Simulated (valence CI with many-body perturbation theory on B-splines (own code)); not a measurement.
# Ne²⁺: electric-dipole lines

Method: valence CI with perturbative core correlation (CI+MBPT): six valence electrons over a frozen Dirac-Fock core [He], radial functions for each j: 9 s, 9 p, 8 d, 6 f, 3 g, 1 h, with the one-electron correlation potential Σ1 (screened to all orders), the two-electron term Σ2, the three-electron term Σ3, Breit, model QED; selected single and double excitations, second order for the rest, scaled by the run's own slope (own B-spline code, finite nucleus).

Set against measurement, 22 paired levels are off by 210 cm⁻¹ on average, the worst by 486. These come from a selection out of Moore, Atomic Energy Levels, vol. I, NSRDS-NBS 35 (1971 reprint of NBS Circular 467, 1949), an old analysis. Levels without a partner in it may be off by more. Among the levels kept, up to 2000 cm⁻¹ of a level comes from second order outside the variational space, and about a tenth of that is noise between levels of different J, which matters for small intervals.

Lines 1 to 50 of 206 in falling wavelength, among levels below 50.230 eV, chosen from the strongest by gf and those to the six lowest levels. Wavelengths and rates use the calculated energies, so an error of 200 cm⁻¹ moves a line at 2986 nm by 6 % and its rate by three times that or more. Electric multipoles are in the length gauge, E1 and E2 with the static RPA response of the core. Weak lines are less certain than strong ones. Lines between different terms over intervals too small for the method are left out, as are lines whose strength nearly cancels. The highest levels of a list are the least certain.

Letters in brackets count levels of one name in rising energy.

```csv
λ vac (nm),λ from measured levels,Upper,Lower,A (s⁻¹),log gf,Branch %
3010,,2s²2p³3p ³P_0 [a],2s²2p³3s ³D°_1,6.39e+03,-3.06,0.0
2986,2802,2s²2p³3p ³P_1 [a],2s²2p³3s ³D°_1,1.74e+03,-3.16,0.0
2976,,2s²2p³3p ³P_2 [a],2s²2p³3s ³D°_1,8.07e+01,-4.27,0.0
2968,2786,2s²2p³3p ³P_1 [a],2s²2p³3s ³D°_2,5.00e+03,-2.70,0.0
2958,,2s²2p³3p ³P_2 [a],2s²2p³3s ³D°_2,1.14e+03,-3.12,0.0
2917,,2s²2p³3p ³P_2 [a],2s²2p³3s ³D°_3,6.07e+03,-2.41,0.0
1507,,2s²2p³3d ³D°_3,2s²2p³3p ³F_4,1.12e+02,-4.57,0.0
1258,,2s²2p³3p ¹P_1,2s²2p³3s ¹P°_1,2.40e+05,-1.77,0.2
1116,,2s²2p³3d ³D°_3,2s²2p³3p ³D_3,7.90e+03,-2.99,0.0
1114,,2s²2p³3d ³D°_2,2s²2p³3p ³D_3,1.42e+03,-3.88,0.0
1112,,2s²2p³3d ³D°_1,2s²2p³3p ³D_2,2.36e+03,-3.88,0.0
1112,,2s²2p³3d ³D°_1,2s²2p³3p ³D_1,6.61e+03,-3.43,0.0
1112,,2s²2p³3d ³D°_3,2s²2p³3p ³D_2,7.38e+02,-4.02,0.0
1109,,2s²2p³3d ³D°_2,2s²2p³3p ³D_2,6.50e+03,-3.22,0.0
1109,,2s²2p³3d ³D°_2,2s²2p³3p ³D_1,1.26e+03,-3.94,0.0
1108,1090,2s²2p³3p ³D_1,2s²2p³3s ¹P°_1,9.97e+03,-3.26,0.0
992.7,,2s²2p³3d ³D°_1,2s²2p³3p ¹P_1,6.65e+02,-4.53,0.0
748.9,,2s²2p³3p ¹P_1,2s²2p³3s ³P°_1,1.77e+03,-4.35,0.0
746.4,,2s²2p³3p ¹P_1,2s²2p³3s ³P°_0,4.23e+03,-3.98,0.0
693.5,,2s²2p³3p ³D_1,2s²2p³3s ³P°_2,7.73e+03,-3.78,0.0
693.2,,2s²2p³3p ³D_2,2s²2p³3s ³P°_2,7.03e+04,-2.60,0.0
693.0,685.0,2s²2p³3p ³D_1,2s²2p³3s ³P°_1,1.23e+05,-2.57,0.1
692.8,684.5,2s²2p³3p ³D_2,2s²2p³3s ³P°_1,2.49e+05,-2.05,0.1
691.3,,2s²2p³3p ³D_3,2s²2p³3s ³P°_2,3.25e+05,-1.79,0.2
690.8,685.8,2s²2p³3p ³D_1,2s²2p³3s ³P°_0,1.79e+05,-2.42,0.1
595.3,,2s²2p³3p ³F_3,2s²2p³3s ³P°_2,1.13e+03,-4.38,0.0
594.6,589.9,2s²2p³3p ³F_2,2s²2p³3s ³P°_1,8.34e+02,-4.66,0.0
554.7,564.6,2s²2p³3s ³P°_0,2s²2p³3p ³P_1 [a],2.33e+05,-2.97,0.0
553.6,,2s²2p³3s ³P°_1,2s²2p³3p ³P_2 [a],9.78e+04,-2.87,0.0
553.3,,2s²2p³3s ³P°_2,2s²2p³3p ³P_2 [a],1.69e+05,-2.41,0.0
553.3,565.1,2s²2p³3s ³P°_1,2s²2p³3p ³P_1 [a],5.45e+04,-3.12,0.0
553.0,,2s²2p³3s ³P°_2,2s²2p³3p ³P_1 [a],6.40e+04,-2.83,0.0
552.5,,2s²2p³3s ³P°_1,2s²2p³3p ³P_0 [a],7.99e+04,-2.96,0.0
549.4,,2s²2p³3p ¹F_3,2s²2p³3s ³P°_2,1.50e+03,-4.32,0.0
409.2,,2s²2p³3p ³P_2 [b],2s²2p³3s ³P°_2,3.32e+05,-2.38,0.1
409.0,407.7,2s²2p³3p ³P_2 [b],2s²2p³3s ³P°_1,1.18e+05,-2.83,0.0
407.9,405.4,2s²2p³3p ³P_0 [b],2s²2p³3s ³P°_1,4.78e+05,-2.92,0.1
407.7,,2s²2p³3p ³P_1 [b],2s²2p³3s ³P°_2,9.24e+04,-3.16,0.0
407.6,406.1,2s²2p³3p ³P_1 [b],2s²2p³3s ³P°_1,1.59e+05,-2.93,0.0
406.8,406.4,2s²2p³3p ³P_1 [b],2s²2p³3s ³P°_0,1.80e+05,-2.87,0.0
346.0,,2s²2p³3p ⁵P_1,2s²2p³3s ³S°_1,7.07e+03,-4.42,0.0
345.6,,2s²2p³3p ⁵P_2,2s²2p³3s ³S°_1,1.56e+04,-3.85,0.0
333.4,,2s²2p³3p ¹P_1,2s²2p³3s ¹D°_2,1.07e+08,-0.27,82.1
321.9,,2s²2p³3p ³D_1,2s²2p³3s ¹D°_2,3.45e+06,-1.79,1.7
321.4,,2s²2p³3p ³D_3,2s²2p³3s ¹D°_2,3.30e+04,-3.45,0.0
299.0,,2s²2p³3p ³F_3,2s²2p³3s ¹D°_2,2.29e+05,-2.67,0.1
298.9,,2s²2p³3p ³F_2,2s²2p³3s ¹D°_2,1.16e+04,-4.11,0.0
287.6,,2s²2p³3p ¹P_1,2s²2p³3s ³D°_1,4.03e+06,-1.82,3.1
287.4,,2s²2p³3p ¹P_1,2s²2p³3s ³D°_2,9.87e+05,-2.44,0.8
287.0,,2s²2p³3p ¹F_3,2s²2p³3s ¹D°_2,1.91e+08,0.22,99.6
```
